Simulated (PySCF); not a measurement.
Species: C6H12Se.
SMILES: `CCC[C@@H]1CC[Se]1`

Computed, not measured: PySCF 2.14.0, density-fitted response routines, TDDFT B3LYP/def2-SVPD, vertical, gas phase, core orbitals frozen in the response. One conformer (not necessarily the lowest) at the PBE0-D3(BJ)/def2-SVP geometry, without solvent, vibrations or thermal averaging. The B3LYP/def2-SVPD calculation is non-relativistic and has no spin–orbit coupling, an omission that weighs most on selenium. Torsions of this conformer, `[CH3:1][CH2:2][CH2:3][C@@H:4]1[CH2:5][CH2:6][Se:7]1`: C1–C2–C3–C4 180°, C2–C3–C4–C5 171°.

Each state is given a Gaussian of 0.3 eV full width at half maximum, with ε(max) = 2.175×10⁸ f / Δν̃ (Δν̃ the width in cm⁻¹). The width is an assumption, not a result. The curve ends short of the highest state used, and states not computed would add to its high-energy end.

```json
{"λ (nm)": "227.5", "ε (L mol⁻¹ cm⁻¹)": "3034"}
{"λ (nm)": "231.4", "ε (L mol⁻¹ cm⁻¹)": "3021"}
{"λ (nm)": "235.3", "ε (L mol⁻¹ cm⁻¹)": "2899"}
{"λ (nm)": "239.2", "ε (L mol⁻¹ cm⁻¹)": "2555"}
{"λ (nm)": "243.1", "ε (L mol⁻¹ cm⁻¹)": "1735"}
{"λ (nm)": "247.0", "ε (L mol⁻¹ cm⁻¹)": "838"}
{"λ (nm)": "250.9", "ε (L mol⁻¹ cm⁻¹)": "287"}
{"λ (nm)": "254.8", "ε (L mol⁻¹ cm⁻¹)": "71"}
{"λ (nm)": "258.7", "ε (L mol⁻¹ cm⁻¹)": "13"}
{"λ (nm)": "262.6", "ε (L mol⁻¹ cm⁻¹)": "2"}
{"λ (nm)": "266.5", "ε (L mol⁻¹ cm⁻¹)": "0"}
{"λ (nm)": "270.4", "ε (L mol⁻¹ cm⁻¹)": "0"}
{"λ (nm)": "274.3", "ε (L mol⁻¹ cm⁻¹)": "0"}
{"λ (nm)": "278.2", "ε (L mol⁻¹ cm⁻¹)": "0"}
{"λ (nm)": "282.1", "ε (L mol⁻¹ cm⁻¹)": "0"}
{"λ (nm)": "286.0", "ε (L mol⁻¹ cm⁻¹)": "0"}
{"λ (nm)": "290.0", "ε (L mol⁻¹ cm⁻¹)": "0"}
{"λ (nm)": "293.9", "ε (L mol⁻¹ cm⁻¹)": "1"}
{"λ (nm)": "297.8", "ε (L mol⁻¹ cm⁻¹)": "3"}
{"λ (nm)": "301.7", "ε (L mol⁻¹ cm⁻¹)": "7"}
{"λ (nm)": "305.6", "ε (L mol⁻¹ cm⁻¹)": "14"}
{"λ (nm)": "309.5", "ε (L mol⁻¹ cm⁻¹)": "24"}
{"λ (nm)": "313.4", "ε (L mol⁻¹ cm⁻¹)": "35"}
{"λ (nm)": "317.3", "ε (L mol⁻¹ cm⁻¹)": "45"}
{"λ (nm)": "321.2", "ε (L mol⁻¹ cm⁻¹)": "48"}
{"λ (nm)": "325.1", "ε (L mol⁻¹ cm⁻¹)": "46"}
{"λ (nm)": "329.0", "ε (L mol⁻¹ cm⁻¹)": "39"}
{"λ (nm)": "332.9", "ε (L mol⁻¹ cm⁻¹)": "29"}
{"λ (nm)": "336.8", "ε (L mol⁻¹ cm⁻¹)": "19"}
{"λ (nm)": "340.7", "ε (L mol⁻¹ cm⁻¹)": "12"}
{"λ (nm)": "344.6", "ε (L mol⁻¹ cm⁻¹)": "6"}
{"λ (nm)": "348.5", "ε (L mol⁻¹ cm⁻¹)": "3"}
{"λ (nm)": "352.4", "ε (L mol⁻¹ cm⁻¹)": "1"}
{"λ (nm)": "356.4", "ε (L mol⁻¹ cm⁻¹)": "1"}
{"λ (nm)": "360.3", "ε (L mol⁻¹ cm⁻¹)": "0"}
{"λ (nm)": "364.2", "ε (L mol⁻¹ cm⁻¹)": "0"}
```

(1) Locate the maxima and give the states behind the curve.

(2) Coming from long wavelengths, where does ε first pass 100 L mol⁻¹ cm⁻¹?

(3) On this curve, what absorbance would a 10⁻³ mol/L sample give at 254 nm over a 1 cm path?

## Answers

(1) 322 nm (3.86 eV), ε about 49, made up of S1 (100%); 229 nm (5.41 eV), ε about 3100, made up of S2 (19%) and S3 (78%) (ε in L mol⁻¹ cm⁻¹; maxima over ε = 5, shares over 10%). The states used: S1 3.85 eV (f 0.0005); S2 5.20 eV (f 0.026); S3 5.45 eV (f 0.028); S4 5.73 eV (f 0.021); S5 6.00 eV (f 0.0011); S6 6.05 eV (f 0.061).

(2) At about 254 nm (4.88 eV), 1.03 eV above S1.

(3) 254 nm is 4.881 eV, where ε is about 97 L mol⁻¹ cm⁻¹, so A = ε c l ≈ 0.097 (Beer–Lambert, with the gas-phase spectrum and the assumed width).
